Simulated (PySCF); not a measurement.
PySCF input (HF/def2-TZVPD):

```python
from pyscf import gto, scf, dft

mol = gto.M(
    atom='''
    Si    0.59277044   -0.14479719    0.58808846
    Cl    0.52119194    1.89807024    0.75268470
    Cl    1.70920291   -0.62520841   -1.06358081
    O    -0.89648112   -0.73613644    0.43560157
    Si   -2.29759312   -0.76344868   -0.43988582
    H     1.23185880   -0.70137036    1.77970705
    H    -2.89316818    0.58906870   -0.45671647
    H    -3.20879229   -1.71697796    0.22280821
    H    -2.00724425   -1.20483772   -1.82021423
    ''',
    basis='def2-tzvpd',
    charge=0,
    spin=0,
    verbose=4,
)

mf = scf.RHF(mol).density_fit(auxbasis='def2-universal-jkfit')
mf.conv_tol = 1e-9
mf.max_cycle = 100
mf.max_memory = 1500
mf.kernel()
if not mf.converged:
    mf = mf.newton()
    mf.kernel(mf.make_rdm1())
mf.analyze()
```

Output:

```
PySCF version 2.14.0

[INPUT] verbose = 4
[INPUT] num. atoms = 9
[INPUT] num. electrons = 74
[INPUT] charge = 0
[INPUT] spin (= nelec alpha-beta = 2S) = 0
[INPUT] symmetry False subgroup None
[INPUT] Mole.unit = angstrom
[INPUT] Symbol           X                Y                Z      unit          X                Y                Z       unit  Magmom
[INPUT]  1 Si     0.592770440000  -0.144797190000   0.588088460000 AA    1.120173786338  -0.273627032707   1.111326126417 Bohr   0.0
[INPUT]  2 Cl     0.521191940000   1.898070240000   0.752684700000 AA    0.984910024931   3.586832918787   1.422367941150 Bohr   0.0
[INPUT]  3 Cl     1.709202910000  -0.625208410000  -1.063580810000 AA    3.229925391210  -1.181472665675  -2.009876442243 Bohr   0.0
[INPUT]  4 O     -0.896481120000  -0.736136440000   0.435601570000 AA   -1.694103792643  -1.391096261912   0.823167666731 Bohr   0.0
[INPUT]  5 Si    -2.297593120000  -0.763448680000  -0.439885820000 AA   -4.341821742485  -1.442708915361  -0.831263725880 Bohr   0.0
[INPUT]  6 H      1.231858800000  -0.701370360000   1.779707050000 AA    2.327875756135  -1.325397892288   3.363158906458 Bohr   0.0
[INPUT]  7 H     -2.893168180000   0.589068700000  -0.456716470000 AA   -5.467295492506   1.113178511554  -0.863069044878 Bohr   0.0
[INPUT]  8 H     -3.208792290000  -1.716977960000   0.222808210000 AA   -6.063738618716  -3.244618106314   0.421046495205 Bohr   0.0
[INPUT]  9 H     -2.007244250000  -1.204837720000  -1.820214230000 AA   -3.793141897608  -2.276813315345  -3.439706382736 Bohr   0.0

nuclear repulsion = 438.023292780196
number of shells = 96
number of NR pGTOs = 381
number of NR cGTOs = 254
basis = def2-tzvpd
ecp = {}

******** <class 'pyscf.df.df_jk.DFRHF'> ********
method = DFRHF
initial guess = minao
damping factor = 0
level_shift factor = 0
DIIS = <class 'pyscf.scf.diis.CDIIS'>
diis_start_cycle = 1
diis_space = 8
diis_damp = 0
SCF conv_tol = 1e-09
SCF conv_tol_grad = None
SCF max_cycles = 100
direct_scf = False
Set gradient conv threshold to 3.16228e-05
Initial guess from minao.
******** <class 'pyscf.df.df.DF'> ********
auxbasis = def2-universal-jkfit
init E= -1574.65685295988
  HOMO = -0.378742327913102  LUMO = 0.0267061150757357  gap/eV = 11.03281
cycle= 1 E= -1574.2514551264  delta_E= 0.405  |g|= 0.635  |ddm|= 2.37
  HOMO = -0.452058649628517  LUMO = 0.0505624032815294  gap/eV = 13.67702
cycle= 2 E= -1574.32789990606  delta_E= -0.0764  |g|= 0.374  |ddm|= 0.686
  HOMO = -0.461074420446423  LUMO = 0.0520548180462109  gap/eV = 13.96296
cycle= 3 E= -1574.35365141419  delta_E= -0.0258  |g|= 0.058  |ddm|= 0.27
  HOMO = -0.462781970766344  LUMO = 0.0524178966858879  gap/eV = 14.01930
cycle= 4 E= -1574.35481526467  delta_E= -0.00116  |g|= 0.0187  |ddm|= 0.0879
  HOMO = -0.462535040513229  LUMO = 0.0524413803657144  gap/eV = 14.01322
cycle= 5 E= -1574.35492022326  delta_E= -0.000105  |g|= 0.00468  |ddm|= 0.0201
  HOMO = -0.462492377466292  LUMO = 0.0524446509949668  gap/eV = 14.01215
cycle= 6 E= -1574.35493104326  delta_E= -1.08e-05  |g|= 0.00135  |ddm|= 0.00773
  HOMO = -0.462617362556803  LUMO = 0.0524402384116536  gap/eV = 14.01543
cycle= 7 E= -1574.3549323542  delta_E= -1.31e-06  |g|= 0.000428  |ddm|= 0.00225
  HOMO = -0.462609003473492  LUMO = 0.0524404345507471  gap/eV = 14.01521
[...]
cycle= 10 E= -1574.35493249763  delta_E= -2.66e-10  |g|= 4.62e-06  |ddm|= 4.24e-05
  HOMO = -0.462618776744499  LUMO = 0.052439589430117  gap/eV = 14.01545
Extra cycle  E= -1574.35493249765  delta_E= -1.27e-11  |g|= 1.91e-06  |ddm|= 9.47e-06
converged SCF energy = -1574.35493249765
**** SCF Summaries ****
Total Energy =                       -1574.354932497647496
Nuclear Repulsion Energy =             438.023292780195732
One-electron Energy =                -3052.144209409217183
Two-electron Energy =                 1039.765984131373898
Two-electron Coulomb Energy =         1145.577428829622932
DFT Exchange-Correlation Energy =     -105.811444698249034
HOMO-LUMO gap [eV] =                    14.015452024808001
**** MO energy ****
MO #1   energy= -104.839182073648  occ= 2
MO #2   energy= -104.839170646359  occ= 2
MO #3   energy= -68.8786129166677  occ= 2
MO #4   energy= -68.8088430209672  occ= 2
MO #5   energy= -20.5816239614475  occ= 2
MO #6   energy= -10.5689939348807  occ= 2
MO #7   energy= -10.5689811775092  occ= 2
MO #8   energy= -8.03564943283992  occ= 2
MO #9   energy= -8.03563806956032  occ= 2
MO #10  energy= -8.03465438248804  occ= 2
MO #11  energy= -8.03464799976186  occ= 2
MO #12  energy= -8.03464276528487  occ= 2
MO #13  energy= -8.03463658189711  occ= 2
MO #14  energy= -6.21666036349863  occ= 2
MO #15  energy= -6.15485003519982  occ= 2
MO #16  energy= -4.32460316231446  occ= 2
MO #17  energy= -4.32446870957972  occ= 2
MO #18  energy= -4.32326843490183  occ= 2
MO #19  energy= -4.26211697055123  occ= 2
MO #20  energy= -4.26130360499968  occ= 2
MO #21  energy= -4.26126802619788  occ= 2
MO #22  energy= -1.36678210394247  occ= 2
MO #23  energy= -1.12296498045731  occ= 2
MO #24  energy= -1.09738233833052  occ= 2
MO #25  energy= -0.807944972492152 occ= 2
MO #26  energy= -0.686416273422992 occ= 2
MO #27  energy= -0.625583632806866 occ= 2
MO #28  energy= -0.61371062517627  occ= 2
MO #29  energy= -0.613577163743547 occ= 2
MO #30  energy= -0.540552578701322 occ= 2
MO #31  energy= -0.540410906732633 occ= 2
MO #32  energy= -0.498699992708154 occ= 2
MO #33  energy= -0.481701131158582 occ= 2
MO #34  energy= -0.478767782081288 occ= 2
MO #35  energy= -0.475050621407235 occ= 2
MO #36  energy= -0.470150311564329 occ= 2
MO #37  energy= -0.462618776744499 occ= 2
MO #38  energy= 0.052439589430117  occ= 0
MO #39  energy= 0.0632294725290289 occ= 0
MO #40  energy= 0.0679916289588413 occ= 0
MO #41  energy= 0.0706079303910712 occ= 0
MO #42  energy= 0.0837938979049159 occ= 0
MO #43  energy= 0.0955427603716695 occ= 0
MO #44  energy= 0.0965091384384399 occ= 0
MO #45  energy= 0.104522845449858  occ= 0
MO #46  energy= 0.112236067420043  occ= 0
MO #47  energy= 0.123921914110372  occ= 0
MO #48  energy= 0.126897589612809  occ= 0
MO #49  energy= 0.135794407725744  occ= 0
MO #50  energy= 0.140862358197463  occ= 0
MO #51  energy= 0.153086746656929  occ= 0
MO #52  energy= 0.159329859404233  occ= 0
MO #53  energy= 0.165933022145956  occ= 0
MO #54  energy= 0.172108269654603  occ= 0
MO #55  energy= 0.191134836623276  occ= 0
MO #56  energy= 0.201693843149592  occ= 0
MO #57  energy= 0.215028244021309  occ= 0
MO #58  energy= 0.232315013608137  occ= 0
MO #59  energy= 0.234137103874709  occ= 0
MO #60  energy= 0.243930747489343  occ= 0
MO #61  energy= 0.247837771469956  occ= 0
MO #62  energy= 0.255317354327403  occ= 0
MO #63  energy= 0.257202217148704  occ= 0
MO #64  energy= 0.26040976451963   occ= 0
MO #65  energy= 0.269387277540224  occ= 0
MO #66  energy= 0.272810023184497  occ= 0
MO #67  energy= 0.274171426780837  occ= 0
MO #68  energy= 0.27955138355702   occ= 0
MO #69  energy= 0.286255957693677  occ= 0
MO #70  energy= 0.296715893943273  occ= 0
MO #71  energy= 0.310455462832217  occ= 0
MO #72  energy= 0.318741403124702  occ= 0
MO #73  energy= 0.325657499285085  occ= 0
MO #74  energy= 0.326693172491455  occ= 0
MO #75  energy= 0.335163096691322  occ= 0
MO #76  energy= 0.34601829137535   occ= 0
MO #77  energy= 0.346626065511392  occ= 0
MO #78  energy= 0.357416600647291  occ= 0
MO #79  energy= 0.364187550786804  occ= 0
MO #80  energy= 0.370482762896379  occ= 0
MO #81  energy= 0.376176452434128  occ= 0
MO #82  energy= 0.38848443853204   occ= 0
MO #83  energy= 0.391170930056499  occ= 0
MO #84  energy= 0.41325394770745   occ= 0
MO #85  energy= 0.422078291909252  occ= 0
MO #86  energy= 0.433941439966039  occ= 0
MO #87  energy= 0.446452086102332  occ= 0
MO #88  energy= 0.455176258726145  occ= 0
MO #89  energy= 0.47362395751819   occ= 0
MO #90  energy= 0.476471110266912  occ= 0
MO #91  energy= 0.481775026661484  occ= 0
MO #92  energy= 0.49767538628071   occ= 0
MO #93  energy= 0.498013265542541  occ= 0
MO #94  energy= 0.507654775528904  occ= 0
MO #95  energy= 0.542724991091471  occ= 0
MO #96  energy= 0.545011182549766  occ= 0
MO #97  energy= 0.5610183669162    occ= 0
MO #98  energy= 0.563441168966345  occ= 0
MO #99  energy= 0.573773235867589  occ= 0
MO #100 energy= 0.588309329793451  occ= 0
MO #101 energy= 0.598469772747033  occ= 0
MO #102 energy= 0.604508631775071  occ= 0
MO #103 energy= 0.626259466898292  occ= 0
MO #104 energy= 0.629367806568839  occ= 0
MO #105 energy= 0.635831834780012  occ= 0
MO #106 energy= 0.641501466788376  occ= 0
MO #107 energy= 0.663102199495872  occ= 0
[...]
```
